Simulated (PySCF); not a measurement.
**Spin states of MoO**

Unrestricted PBE0; basis Mo def2-TZVPPD with ECP28, O def2-TZVPPD; scalar-relativistic core potentials; PySCF 2.14. Outer shells of the fragments: Mo 4d5 5s1; O 2s2 2p4.

Followed along the bond (rough minima from three points):

| 2Ms+1 | unpaired | ⟨S²⟩ at the start | R at minimum (Å) | Te (eV) |
| --- | --- | --- | --- | --- |
| 5 | σ ↑, π ↑, δ ↑↑ | 6.27 | 1.68 | 0.00 |
| 3 | δ ↑↑ | 2.48 | 1.63 | 0.55 |
| 3 | σ ↑, δ ↑ | 2.10 | 1.63 | 0.57 |
| 3 | σ ↑, π ↓, δ ↑↑ | 3.14 | 1.68 | 0.97 |
| 5 | π ↑↑, δ ↑↑ | 6.04 | 1.74 | 1.37 |
| 5 | σ ↑↑, δ ↑↑ | 6.35 | 1.71 | 1.53 |

Solutions found at the starting distance of 1.895 Å, counted from the lowest of them; the search is not exhaustive and high or unbound solutions are not listed, so other states can lie among these:

```tsv
2Ms+1	unpaired	term	E (eV)	⟨S²⟩	⟨Lz²⟩	μ (D)
5	σ ↑, π ↑, δ ↑↑	⁵Π	0.00	6.27	1.02	-4.60
3	σ ↑, π ↓, δ ↑↑	mixed	1.02	3.14	1.06	-4.83
5	π ↑↑, δ ↑↑	⁵Σ⁺	1.08	6.04	0.00	-6.04
3	δ ↑↑	mixed	1.18	2.48	0.00	-3.02
3	σ ↑, δ ↑	³Δ	1.28	2.10	4.01	-4.93
5	σ ↑↑, δ ↑↑	mixed	1.30	6.35	0.00	-1.28
1	σ ↓, π ↑, δ ↑↓	mixed	1.37	2.02	6.50	-5.06
3	σ ↓, π ↑, δ ↑↑	mixed	1.38	3.15	1.12	-4.30
5	σ ↑, π ↑↑, δ ↑	⁵Δ	1.58	6.02	4.00	-4.79
1	δ ↑↓	mixed	1.60	1.00	8.02	-4.32
1	none	mixed	1.63	0.98	4.62	-5.25
7	σ ↑, π ↑↑↑, δ ↑↑	⁷Π	1.74	12.01	1.01	-2.85
1	σ ↓, π ↓, δ ↑↑	mixed	1.87	2.00	1.18	-3.96
3	π ↑, δ ↑	mixed	1.87	2.05	6.88	-5.53
```

A term symbol is given only where ⟨S²⟩ and ⟨Lz²⟩ are close to those of a pure state; real π, δ and φ orbitals otherwise mix terms. A positive dipole means Mo(−)O(+).

Problem. Compare the gap between the two lowest followed solutions at the starting distance with the gap between their minima.

Solution. At PBE0 the second solution (Ms = 1 of mixed spin, unpaired electrons δ ↑↑) lies +1.18 eV from the first (quintet, unpaired electrons σ ↑, π ↑, δ ↑↑) at 1.895 Å and +0.55 eV at the minima; the two curves relax by different amounts, since their minima lie near 1.63 and 1.68 Å.

Spin–orbit coupling is left out. With d or f electrons several states lie close, and the lowest PBE0 determinant need not be the measured ground state.
